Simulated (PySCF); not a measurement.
CuCl₂, SMILES [Cl][Cu-][Cl], charge -1, multiplicity 1. The structure is a stationary point at PBE-D3(BJ)/def2-SVPD. The multiplicity is an assumed one; other spin states were not compared.

All values below come from PySCF with PBE-D3(BJ)/def2-SVPD.

Harmonic wavenumbers (cm⁻¹): 93, 93, 283, 384. Rotational constants (GHz): 1.530 (linear); symmetry number 2.

Work out the zero-point energy and the ideal-gas rigid-rotor harmonic-oscillator thermochemistry at 298.15 K and 1 atm.

ZPE = ½ Σ hcν = ½ × 853 cm⁻¹ = 5.10 kJ/mol. H − E(el) = 19.72 kJ/mol. Entropy in J/(mol K): translation 169.87, rotation 71.63, vibration 40.69, total 282.20. G − E(el) = -64.42 kJ/mol. Cp = 58.89 J/(mol K). Modes under 150 cm⁻¹ make the vibrational entropy uncertain.
